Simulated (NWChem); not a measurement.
Species: AuCl; SMILES [Cl][Au]

All runs: NWChem. def2 effective core potentials on Au; no spin-orbit coupling. B3LYP is NWChem's, with the RPA form of VWN correlation. Each level has its own optimisation; frequencies are unscaled.

| level | r Au–Cl (Å) | highest harmonic frequency (cm⁻¹) | zero-point energy (kcal/mol) |
|---|---|---|---|
| CAM-B3LYP/def2-SVP | 2.258 | 365 | 0.5 |
| BP86/def2-TZVP | 2.234 | 357 | 0.5 |
| B3LYP/def2-TZVP | 2.253 | 350 | 0.5 |
| PBE0/def2-SVP | 2.253 | 360 | 0.5 |
